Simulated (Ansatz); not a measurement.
The cluster B6Pt⁺. Charge 1, multiplicity 2. Geometry r2SCAN-D4/def2-SVP; atoms count from 1.

```xyz
7

Pt   -1.869   -0.557    0.503
B     1.185   -0.106    0.858
B    -0.228    0.676    1.049
B     2.030   -0.902   -0.196
B    -0.653    0.184   -1.072
B    -1.259    1.265   -0.042
B     0.794   -0.560   -1.099
```

In the def2 sets Pt takes a core potential; there is no spin–orbit coupling. The charge 1 doublet is spin-contaminated (final ⟨S²⟩ up to 0.99, 0.75 for a pure state). Another isomer (doublet) lies 1.86 eV lower at PBE0-D4/def2-TZVP; other spin states weren't run for this one.

(1) Estimate the Mulliken populations from the PBE0/def2-TZVP orbitals of Ansatz.

(2) Where does the spin sit?

(3) And the Mayer bond orders between heavy atoms (over 0.3)?

Answers

(1) 
```tsv
atom	charge (e)	spin (α − β)	d electrons
Pt1	0.59	-0.02	8.65
B2	0.05	0.19	–
B3	0.14	-0.15	–
B4	0.19	0.79	–
B5	0.14	-0.15	–
B6	-0.14	0.15	–
B7	0.05	0.19	–
```
Mulliken values depend strongly on the basis.

(2) Summed by element: Pt -0.02, B 1.02, of 1 unpaired in all. Largest on single atoms: B4 0.79, B2 0.19, B7 0.19.

(3) Pt1–B3 0.70 (2.12 Å); Pt1–B5 0.70 (2.12 Å); Pt1–B6 1.03 (2.00 Å); B2–B3 1.09 (1.63 Å); B2–B4 1.32 (1.57 Å); B2–B7 0.48 (2.05 Å); B3–B6 1.05 (1.61 Å); B4–B7 1.32 (1.57 Å); B5–B6 1.05 (1.61 Å); B5–B7 1.09 (1.63 Å).
